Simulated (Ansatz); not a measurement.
Molecule: ZnI, charge 1, multiplicity 1. SMILES: [Zn+][I]
Geometry: optimised at B3LYP-D3(BJ)/def2-TZVP (Ansatz, a program for electronic structure).

Property: vertical ionisation energy (to the doublet state of charge +2; each state is the SCF solution reached for its spin), in eV. Valence correlation only, unless marked. UHF or UKS for open shells. No spin-orbit coupling. The frozen core is the preceding noble-gas configuration, with the filled d and f shells of earlier blocks. In def2 rows, elements after Kr have scalar-relativistic effective core potentials. Basis-set limits of correlation are two-point, X^-3; Hartree-Fock from the larger set.

```csv
level,program,vertical ionisation energy (eV)
SVWN5/def2-TZVPD,Ansatz,15.98
PBE/def2-TZVPD,Ansatz,15.64
r2SCAN/def2-TZVPD,Ansatz,(withheld)
B3LYP/def2-TZVPD,Ansatz,15.64
PBE0/def2-TZVPD,Ansatz,15.49
BHLYP/def2-TZVPD,Ansatz,(withheld)
CAM-B3LYP/def2-TZVPD,Ansatz,(withheld)
wB97M-V/def2-TZVPD,Ansatz,15.37
wB97X-V/def2-TZVPD,Ansatz,(withheld)
CCSD/def2-SVPD,Ansatz,14.98
CCSD/def2-TZVPPD,Ansatz,15.18
CCSD/def2-QZVPPD,Ansatz,15.31
"CCSD(T)/CBS(def2-TZVPPD,def2-QZVPPD)",Ansatz,15.57
```

Q: What belongs in the gaps?

A: 
- r2SCAN/def2-TZVPD, vertical ionisation energy (eV): 15.55
- BHLYP/def2-TZVPD, vertical ionisation energy (eV): 15.32
- CAM-B3LYP/def2-TZVPD, vertical ionisation energy (eV): 15.56
- wB97X-V/def2-TZVPD, vertical ionisation energy (eV): 15.40
